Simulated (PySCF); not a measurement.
Ionisation energy of Rh by level of theory

Rh [Kr] 4d8 5s1 (4F) → Rh⁺ [Kr] 4d8 (3F), as a difference of total energies. Computed with PySCF 2.14 in def2-TZVP with the def2 core potential (28 electrons) (6s4p3d1f, 40 functions), with a scalar-relativistic core potential. Correlated levels: valence: 4s2 4p6 frozen. The calculations carry no spin-orbit coupling.

```csv
method,ionisation energy (eV)
UHF,6.309
LDA,8.187
MN15,7.681
MP2 (valence),6.953
SCS-MP2 (valence),6.793
```

**Question.** How much does correlation contribute at MP2 (valence)?

**Answer.** 6.953 − (6.309) = 0.644 eV, measured against UHF.

Errors of the correlated levels include the incompleteness of this basis and the frozen core.

For comparison: 7.479 eV (measured; NIST levels, between the centres of gravity of the two terms).
